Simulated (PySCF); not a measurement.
Compound: FeO (quintet state).
Structure used (PBE0-D3(BJ)/def2-SVP), in Å, numbered top down from 1:
```xyz
2
FeO angstrom
O      0.7936   -0.0051   -0.0065
Fe    -0.7881    0.0077   -0.0218
```

Method used: PySCF, PBE0-D3(BJ)/def2-SVP geometry optimisation, gas phase.

Take the most abundant isotopes and a rigid rotor. 

(1) What are the moment of inertia and the rotational constant?

Answers

(1) I = 31.120 u·Å², B = 505379 MHz·u·Å²/I = 16240 MHz (0.5417 cm⁻¹, or 0.779 K as hB/k). For two atoms I = μr² with μ = 12.4382 u and r = 1.5818 Å.

If the electronic state has orbital angular momentum about the axis (Π, Δ; not determined here), the simple ladder of levels BJ(J+1) doesn't apply.

No PBE0-D3(BJ)/def2-SVP frequencies stand behind this structure, so it isn't proved a minimum. ⟨S²⟩ = 6.067 (exact for a quintet: 6.00). These are rigid-rotor constants of the computed structure; measured ground-state constants (B0) also hold zero-point vibration.

Time: 4.1 s of wall time. Hardware: an x86-64 server with one thread, no GPU, shared host. This is the geometry optimisation.
